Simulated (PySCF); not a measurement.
CH5O, SMILES C[OH2+], charge +1.

The structure is a stationary point at B3LYP-D3(BJ)/def2-TZVP. The isomer is the one that the SMILES or the coordinates give; other isomers of the formula were not compared.

Two levels are set side by side: PBE/def2-TZVPD (PySCF) and CAM-B3LYP/def2-TZVPD (PySCF). Same geometry, gas phase. Differences are taken from unrounded values.

```tsv
quantity	CAM-B3LYP
orbital gap (eV)	13.28
highest occupied level (eV)	-18.89
lowest empty level (eV)	-5.62
mean polarisability (bohr³)	17.4
```

Problem. What does PBE give, and how far is it from CAM-B3LYP? (Estimate from the structure and the level; the computed values follow.)

Solution. 
```tsv
quantity	PBE	PBE minus CAM-B3LYP
orbital gap (eV)	8.17	-5.11
highest occupied level (eV)	-15.66	3.23
lowest empty level (eV)	-7.49	-1.88
mean polarisability (bohr³)	17.8	0.4
```

Without exact exchange PBE keeps part of each electron's self-repulsion, which lifts occupied levels and narrows the gap. Differences between two approximate levels are no errors against the true value.

Rough cost on one machine, each run with all the roots and properties that it gave: CAM-B3LYP against PBE within a factor of 2.
